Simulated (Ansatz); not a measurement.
Sn₂Te₃, relaxed as a singlet with RKS PBE0-D4/def2-SVP in Ansatz, starting from the GFN1-xTB geometry. Force threshold 0.02 eV/Å.

In the def2 sets Sn, Te take a core potential; there is no spin–orbit coupling. Another isomer (singlet) lies 0.42 eV lower at PBE0-D4/def2-TZVP; other spin states weren't run for this one.

Start:

Cartesian coordinates in Å:
```
Sn 0.315 -2.118 -0.179
Sn 0.182 1.057 -1.137
Te 2.391 -0.393 -0.170
Te -1.910 -0.452 0.229
Te -0.978 1.907 1.256
```

```tsv
step	energy (eV)	largest force component (eV/Å)	SCF passes
1	-33549.1407	1.152	17
2	-33549.2920	0.486	26
3	-33549.3401	0.160	24
4	-33549.3490	0.062	24
5	-33549.3552	0.062	24
6	-33549.3569	0.023	24
7	-33549.3571	0.011	25
```

Force components are those of the run's own axes.

End:

```xyz
5

Sn    0.380   -2.271    0.019
Sn    0.158    1.274   -1.223
Te    2.317   -0.417   -0.230
Te   -1.921   -0.421    0.105
Te   -0.935    1.835    1.330
```

By distances, no bond broke or formed. The bond that changes most is Sn1–Te4, from 2.81 to 2.95 Å (atoms count from 1).

No frequencies were taken in this run, so the end may be a saddle point.

Run time 27 s (4 threads of Arm Neoverse V2 on a shared host).
